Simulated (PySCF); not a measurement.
Structure with atom numbers: `[CH3:1][SiH2:2][c:3]1[cH:4][cH:5][cH:6][cH:7][cH:8]1`; H(Xn) means a hydrogen on atom n.

Level of theory: shieldings: GIAO PBE0/pcSseg-1, geometry from PBE0-D3(BJ)/def2-SVP, in PySCF (single conformer, equivalent nuclei averaged, isolated molecule, non-relativistic Hamiltonian).

Shifts are taken against calculated references (same method and geometry level): ¹³C against TMS.

Do the ¹³C shifts follow the atomic charges (in e)? Tabulate both.

## Answers


| atoms | hybridisation | δ (ppm) | σ para (ppm) | Hirshfeld | IAO | Mulliken | ESP-fitted |
| --- | --- | --- | --- | --- | --- | --- | --- |
| C4/C8 | sp2 | 140.6 | -209 | -0.05 | -0.14 | -0.08 | -0.13 |
| C3 | sp2 | 137.9 | -214 | -0.10 | -0.28 | -0.37 | -0.12 |
| C6 | sp2 | 135.1 | -205 | -0.05 | -0.14 | -0.09 | -0.14 |
| C5/C7 | sp2 | 133.4 | -203 | -0.05 | -0.15 | -0.08 | -0.14 |
| C1 | sp3 | -8.2 | -62 | -0.21 | -0.71 | -0.65 | -0.60 |

Correlation coefficients of δ with charge over these carbons: Hirshfeld +0.95, IAO +0.97, Mulliken +0.87, ESP-fitted +1.00; with the paramagnetic shielding -1.00. Among the 4 sp2 carbons alone: Hirshfeld -0.22, IAO -0.17, Mulliken -0.25, ESP-fitted +0.41. With so few points, grouped by hybridisation, these coefficients are fragile. Charge is one influence among several: hybridisation and low-lying excitations act through the paramagnetic term.

Shifts are as computed. Against solution values, carbons near 30 ppm lie about +2 ppm off and those near 130 ppm about +5 ppm. Of 1211 compounds with measured shifts, 218 miss one by over three times the rms of a fit or turn the order of signals round; such compounds aren't used in these exercises.
